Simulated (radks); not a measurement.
Polarisability of neutral lanthanum, [Xe] 5d1 6s2, at imaginary frequency. All-electron calculation, scalar-relativistic Kohn-Sham, LB94 model potential, spin-unpolarised, spherical densities, finite nucleus; Fermi nuclear charge, rms radius 4.855 fm. Program: a radial shooting solver on a logarithmic mesh with Libxc functionals. Response by self-consistent Sternheimer equations with the Hartree and adiabatic LDA kernel, the relativistic mass of each level held fixed and spin-orbit coupling left out.

w (hartree)  alpha1(iw) (bohr^3)
0.00266                    150.6
0.0143                     148.9
0.0360                     140.0
0.0697                     117.8
0.118                      85.41
0.186                      55.09
0.280                      33.95
0.413                      20.98
0.605                      13.11
0.892                      8.058
1.35                       4.654
2.12                       2.429
3.59                       1.109
6.94                      0.3982
17.5                     0.08545

Static values: alpha1 = 150.7 bohr^3 (22.33 angstrom^3; uncoupled 288.2). C6 = 2444, triple-dipole C9 = 262100 atomic units. One-pole (London) frequency 4 C6 / (3 alpha1^2) = 0.144 hartree, against 0.238 for minus the highest occupied eigenvalue. Recommended static value: 215 bohr^3 (Schwerdtfeger and Nagle, 2023 table).

Beside tabulated values, note that spin-unpolarised runs miss the spin-polarisation part of the exchange energy of open shells.
